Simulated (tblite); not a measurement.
Compound: C4H10AlBrO.
Numbering: `[CH2:1]=[C:2]([Br:3])[CH2:4][O+:5]([CH3:6])[AlH3-:7]` (hydrogens: H8, H9 on C1; H10, H11 on C4; H12, H13, H14 on C6; H15, H16, H17 on Al7)
Bond orders are those of one Lewis drawing.

Computed with GFN2-xTB (tblite), gas phase: L-BFGS steps from a force-field or distance-geometry start until the largest atomic force falls under 0.01 eV/Å.

The end geometry, which sets the zero of energy:
```
atom  x, y, z in Å
C1      0.9896   -0.1399    1.8567
C2      1.6153   -0.2198    0.6988
Br3     3.3934   -0.9022    0.5696
C4      1.0494    0.2353   -0.6197
O5     -0.3540    0.1155   -0.6710
C6     -0.8319   -1.1942   -0.8942
Al7    -1.6723    1.3746   -0.1892
H8      1.4386   -0.4622    2.7792
H9     -0.0121    0.2647    1.9014
H10     1.5055   -0.3135   -1.4533
H11     1.2554    1.3050   -0.7459
H12    -0.5219   -1.5542   -1.8790
H13    -1.9197   -1.1264   -0.8549
H14    -0.4821   -1.8799   -0.1189
H15    -0.6640    2.5609    0.0542
H16    -2.5189    1.3187   -1.5127
H17    -2.2773    0.6296    1.0692
```

Question: These geometries come from the run, each turned onto the end geometry. Order them by energy, lowest first.
A.
```
atom  x, y, z in Å
C1      0.9849   -0.1653    1.8519
C2      1.6239   -0.2057    0.6995
Br3     3.4432   -0.7736    0.5852
C4      1.0493    0.2180   -0.6252
O5     -0.3552    0.1079   -0.6598
C6     -0.8472   -1.1975   -0.8775
Al7    -1.6642    1.3876   -0.2015
H8      1.4500   -0.4554    2.7770
H9     -0.0398    0.1779    1.8929
H10     1.4955   -0.3542   -1.4485
H11     1.2641    1.2824   -0.7781
H12    -0.5917   -1.5421   -1.8831
H13    -1.9314   -1.1277   -0.7797
H14    -0.4577   -1.8952   -0.1320
H15    -0.6324    2.5405    0.0941
H16    -2.4719    1.3790   -1.5504
H17    -2.3264    0.6354    1.0255
```
B.
```
atom  x, y, z in Å
C1      0.9636    0.2895    1.9984
C2      1.5968    0.0795    0.8628
Br3     3.5051    0.2058    0.7799
C4      1.0213   -0.3602   -0.4536
O5     -0.3888   -0.2326   -0.5016
C6     -1.0079   -1.0497   -1.4814
Al7    -1.4706    1.1996    0.1785
H8      1.4891    0.5896    2.8920
H9     -0.1143    0.1924    2.0526
H10     1.2801   -1.4214   -0.6100
H11     1.4643    0.2264   -1.2706
H12    -0.8424   -0.6456   -2.4853
H13    -2.0754   -1.0470   -1.2560
H14    -0.6206   -2.0729   -1.4380
H15    -0.2725    2.2359    0.2575
H16    -2.4961    1.3442   -1.0056
H17    -2.0388    0.4784    1.4707
```
C.
```
atom  x, y, z in Å
C1      0.9302   -0.2137    1.8231
C2      1.6066   -0.1297    0.6953
Br3     3.5086   -0.2637    0.6536
C4      1.0383    0.1453   -0.6680
O5     -0.3677    0.0675   -0.6997
C6     -0.8975   -1.2266   -0.8877
Al7    -1.5692    1.4215   -0.1432
H8      1.4105   -0.3652    2.7733
H9     -0.1457   -0.1111    1.8238
H10     1.4753   -0.5317   -1.4156
H11     1.2842    1.1786   -0.9387
H12    -0.6123   -1.6208   -1.8670
H13    -1.9810   -1.1130   -0.8414
H14    -0.5670   -1.9090   -0.1005
H15    -0.4637    2.4826    0.2215
H16    -2.3909    1.5768   -1.4719
H17    -2.2656    0.6240    1.0334
```
D.
```
atom  x, y, z in Å
C1      1.0255    0.2607    1.9423
C2      1.6560    0.0467    0.8071
Br3     3.5635    0.0364    0.7310
C4      1.0679   -0.2571   -0.5390
O5     -0.3417   -0.1127   -0.5615
C6     -1.0220   -1.0841   -1.3323
Al7    -1.5512    1.2015    0.1413
H8      1.5615    0.4748    2.8512
H9     -0.0551    0.2485    1.9859
H10     1.3420   -1.2879   -0.8086
H11     1.5119    0.4122   -1.2883
H12    -0.7054   -1.0563   -2.3784
H13    -2.0784   -0.8224   -1.2748
H14    -0.8733   -2.0853   -0.9210
H15    -0.5139    2.2821    0.6015
H16    -2.3638    1.5177   -1.1653
H17    -2.2305    0.2371    1.1993
```
E.
```
atom  x, y, z in Å
C1      0.9833   -0.2104    1.8380
C2      1.6269   -0.1752    0.6884
Br3     3.4944   -0.5524    0.5634
C4      1.0282    0.2009   -0.6390
O5     -0.3758    0.0882   -0.6654
C6     -0.8675   -1.2235   -0.8521
Al7    -1.6308    1.4187   -0.1964
H8      1.4637   -0.4721    2.7648
H9     -0.0643    0.0518    1.8807
H10     1.4723   -0.4008   -1.4421
H11     1.2403    1.2578   -0.8425
H12    -0.5481   -1.6202   -1.8189
H13    -1.9551   -1.1487   -0.8310
H14    -0.5327   -1.8820   -0.0471
H15    -0.5638    2.5209    0.1871
H16    -2.3992    1.5057   -1.5647
H17    -2.3788    0.6533    0.9671
```

Answer: A (0.002 eV), E (0.012 eV), C (0.024 eV), D (0.114 eV), B (0.202 eV).

In the order of the answer:

```json
{"step": "135", "E above end (eV)": "0.002", "largest force (eV/Å)": "0.02", "rms force component (eV/Å)": "0.008", "rms distance from end (Å)": "0.059", "rms bond change (Å)": "0.001", "bond most changed (Å)": "Al7–H17 +0.002"}
{"step": "121", "E above end (eV)": "0.012", "largest force (eV/Å)": "0.06", "rms force component (eV/Å)": "0.024", "rms distance from end (Å)": "0.142", "rms bond change (Å)": "0.002", "bond most changed (Å)": "Al7–H15 +0.005"}
{"step": "106", "E above end (eV)": "0.024", "largest force (eV/Å)": "0.05", "rms force component (eV/Å)": "0.016", "rms distance from end (Å)": "0.236", "rms bond change (Å)": "0.002", "bond most changed (Å)": "O5–Al7 +0.008"}
{"step": "71", "E above end (eV)": "0.114", "largest force (eV/Å)": "0.05", "rms force component (eV/Å)": "0.017", "rms distance from end (Å)": "0.676", "rms bond change (Å)": "0.009", "bond most changed (Å)": "O5–Al7 +0.034"}
{"step": "24", "E above end (eV)": "0.202", "largest force (eV/Å)": "0.18", "rms force component (eV/Å)": "0.053", "rms distance from end (Å)": "0.821", "rms bond change (Å)": "0.010", "bond most changed (Å)": "O5–Al7 +0.034"}
```

What follows is the cost of the whole relaxation. On an Arm Neoverse V2 with one thread, shared host with 32 logical CPUs at a one-minute load of 16, this took 1.0 s.
